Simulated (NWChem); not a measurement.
System: C5H6; SMILES C#CC(=C)C

Program: NWChem. Structure relaxed at the PBE0/def2-SVP level. Ions are spin-unrestricted doublets at the neutral geometry; other ion states weren't tried.

**Question.** Order these by “−ε(HOMO) (eV)”, lowest first: B3LYP/def2-SVPD; Hartree-Fock/def2-SVPD; PBE/def2-SVPD.

**Answer.** PBE/def2-SVPD (5.96), B3LYP/def2-SVPD (6.79), Hartree-Fock/def2-SVPD (9.21)
